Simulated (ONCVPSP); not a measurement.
## What one change does to a pseudopotential (O, ONCV)

```
Element                 : O (Z = 8)
Generator               : ONCVPSP 4.0.1
Type                    : optimised norm-conserving Vanderbilt (ONCV)
Functional              : revPBE
Relativity              : scalar-relativistic
Frozen core             : [He]
Valence charge          : 6
Reference configuration : 2s2 2p3.5 (charge +0.5)
Partial waves           : 2s: rc 0.65 bohr, ncon 5, nbas 9, qcut 13 1/bohr, local; 2p: rc 1.25 bohr, ncon 3, nbas 8, qcut 10.5 1/bohr, 2 projectors, debl 0.7 Ha; d scattering state at 0.22 Ha: rc 1.15 bohr, ncon 4, nbas 7, qcut 9.7 1/bohr, 2 projectors, debl 1.4 Ha
Local potential         : the s channel
Core correction         : Teter function, fcfact 2.75, rcfact 1.2
```

Change: s: qcut 11.7; p: qcut 9.5; d: qcut 8.7.

Cutoffs: the cutoffs (Ha) at which the residual kinetic energy of the hardest occupied pseudo-wave falls to 1 and 0.1 mHa per electron; they do not see the model core or the augmentation charge, which bear on the density cutoff. Errors are all-electron minus pseudo energies relative to the spin-unpolarised reference configuration.

Predict the effect on cutoff, ghosts and configuration errors.

The potential gets harder (144 Ha and 494 Ha → 247 Ha and 509 Ha); of the 4 tests that both files solve, the error grows in 3 and shrinks in 0 by more than 15 % and 0.3 meV (median size 31.3 → 32.2 meV); neither file shows a bound ghost.

```csv
quantity,base,changed
"cutoff, loose",144 Ha,247 Ha
"cutoff, tight",494 Ha,509 Ha
loose cutoff by channel,"s 144 Ha, p 37 Ha","s 247 Ha, p 34 Ha"
bound ghosts,none,none
GHOST(+) flags under 300 eV,none,none
"error for 2s2 2p4, meV [ΔE -6.26 eV]",+2.5,+3.2
"error for 2s2 2p3, meV [ΔE 10.12 eV]",+3.8,+4.6
"error for 2s2 2p2, meV [ΔE 43.64 eV]",+78,+94
"error for 2s0 2p6, meV [ΔE 23.86 eV]",+59,+60
s: phases at 0.66 bohr within 0.05 rad from the reference energy up to (Ha; the scan ends near 5),to the end of the scan,to the end of the scan
p: phases at 1.27 bohr within 0.05 rad from the reference energy up to (Ha; the scan ends near 5),to the end of the scan,to the end of the scan
d: phases at 1.16 bohr within 0.05 rad from the reference energy up to (Ha; the scan ends near 5),to the end of the scan,to the end of the scan
"rms error of d²Exc/dni dnj with the model core, mHa",1.90,1.91
```
